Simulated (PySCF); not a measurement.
# Bonding in `CC(=O)[C@H]1C=C1[SiH2]CCl`

C6H9ClOSi.
Numbering: `[CH3:1][C:2](=[O:3])[C@H:4]1[CH:5]=[C:6]1[SiH2:7][CH2:8][Cl:9]` (hydrogens: H10, H11, H12 on C1; H13 on C4; H14 on C5; H15, H16 on Si7; H17, H18 on C8)

Cartesian coordinates in Å at the GFN2-xTB level; atoms count from 1:
```
atom  x, y, z in Å
C1    -2.420    0.574    1.360
C2    -1.410    0.567    0.237
O3    -0.856    1.572   -0.154
C4    -1.122   -0.760   -0.342
C5    -0.838   -0.855   -1.816
C6     0.224   -0.908   -1.074
Si7    2.046   -0.819   -0.715
C8     2.284    0.761    0.333
Cl9    4.026    0.977    0.666
H10   -3.365    0.169    1.003
H11   -2.569    1.587    1.722
H12   -2.067   -0.057    2.173
H13   -1.550   -1.616    0.171
H14   -1.335   -0.851   -2.754
H15    2.784   -0.712   -1.972
H16    2.434   -1.990    0.077
H17    1.940    1.657   -0.178
H18    1.785    0.712    1.299
```

Bond orders from the PBE0/pcSseg-1 density (PySCF). The structure is a single GFN2-xTB conformer in the gas phase; no vibrational or solvent corrections.

(1) Where do the orders between heavy atoms depart from those drawn in the SMILES?

(2) Give the Mayer order of every bond between heavy atoms, beside its length.

## Answers

(1) The largest departure is 0.302, at C5–C6 (drawn double, 1.698). Drawn single, order below 0.88: C6–Si7 (0.867), Si7–C8 (0.867) and C6–C4 (0.855). Drawn double or triple, more than 0.30 short of the drawn order: C5–C6 (1.698).

(2) 
```csv
bond,drawn as,length (Å),Mayer order
C1–C2,single,1.510,1.014
C2–O3,double,1.212,1.998
C2–C4,single,1.477,0.917
C4–C5,single,1.504,0.933
C5–C6,double,1.297,1.698
C6–Si7,single,1.860,0.867
Si7–C8,single,1.910,0.867
C8–Cl9,single,1.787,0.946
C6–C4,single,1.539,0.855
```

By pair of heavy elements: C–C: lowest C6–C4 (0.855, 1.539 Å), highest C5–C6 (1.698, 1.297 Å); in 2 of the 10 pairs the longer bond (by over 0.003 Å) has the higher order (by 0.02 or more). C–Si: all 2 within 0.02 of one another (0.867 to 0.867).

Task: And the bonds to hydrogen?

Result: C–H: 0.93 to 1.03 (7 bonds); H–Si: 0.95 (2 bonds).

Task: Sum the orders of all bonds at each heavy atom with more than one neighbour and set the sums beside the valence in the SMILES.

Result: C1 3.857 (drawn 4), C2 3.929 (drawn 4), C4 3.661 (drawn 4), C5 3.661 (drawn 4), C6 3.420 (drawn 4), Si7 3.632 (drawn 4), C8 3.674 (drawn 4). Orders between atoms that aren't bonded are not in these sums.

The Mayer order sums products of elements of PS (density times overlap matrix) between the two atoms' basis functions, so it depends on the basis set.
